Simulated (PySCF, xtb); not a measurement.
H7Si3, SMILES [SiH2][SiH2][SiH3] (connectivity only; charge and spin as stated), charge +1, multiplicity 1.

GFN2-xTB (xtb 6.7.1) at its own geometry gives an orbital gap of 1.86 eV.

Coordinates come from a B3LYP-D3(BJ)/def2-SVP optimisation. The multiplicity is an assumed one; other spin states were not compared. The isomer is the one that the SMILES or the coordinates give; other isomers of the formula were not compared.

**Question.** What does PySCF with PBE/def2-TZVPD give? (Estimate from the structure and the level; the computed values follow.)

**Answer.** gap 2.49 eV (levels -12.12 and -9.63 eV).
